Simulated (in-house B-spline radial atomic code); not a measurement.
Ionisation energies along the 52-electron series, configuration [Kr] 4d10 5s2 5p4, as differences of self-consistent energies. Dirac energy differences include first-order Breit, QED and recoil terms. NIST's values go from ground level to ground level; the uncertainty of those that are theory runs from under 0.1 % in few-electron ions to several per cent in heavy many-electron ones. Computed with a radial B-spline atomic code at the basis-set limit: Dirac-Hartree-Fock, average of the configuration, finite nuclei.

| ion | configuration after | ionisation energy (eV) | IE/(q+1)² (eV) | Breit and QED recoil part (eV) | tabulated value (eV) | tabulated kind | computed minus tabulated (eV) |
| --- | --- | --- | --- | --- | --- | --- | --- |
| Te | [Kr] 4d10 5s2 5p3 | 8.92 | 8.9231 | -0.0027755 | 9.009808 | measured | -0.09 |
| I+ | [Kr] 4d10 5s2 5p3 | 19.01 | 4.7522 | -0.0081236 | 19.13126 | measured | -0.12 |
| Xe2+ | [Kr] 4d10 5s2 5p3 | ? | ? | ? | ? | semi-empirical | ? |
| Cs3+ | [Kr] 4d10 5s2 5p3 | 44.23 | 2.7644 | -0.022461 | 43 | tabulated theory | 1.23 |
| Ba4+ | [Kr] 4d10 5s2 5p3 | ? | ? | ? | ? | tabulated theory | ? |
| La5+ | [Kr] 4d10 5s2 5p3 | 75.33 | 2.0924 | -0.041525 | 74 | tabulated theory | 1.33 |
| Ce6+ | [Kr] 4d10 5s2 5p3 | 92.92 | 1.8962 | -0.052907 | 91 | tabulated theory | 1.92 |

(1) Fill in the row of Xe2+.

(2) Fill in the row of Ba4+.

Where a p, d or f electron is removed, the computed value is a mean over both j, so it misses the tabulated one by a part of the spin-orbit splitting; averaging over terms and missing correlation add to the gap, relatively most at low charge.

Answers

(1) ionisation energy (eV): 30.84; IE/(q+1)² (eV): 3.4264; Breit and QED recoil part (eV): -0.014707; tabulated value (eV): 31.05; computed minus tabulated (eV): -0.21.

(2) ionisation energy (eV): 59.08; IE/(q+1)² (eV): 2.3633; Breit and QED recoil part (eV): -0.031389; tabulated value (eV): 58; computed minus tabulated (eV): 1.08.
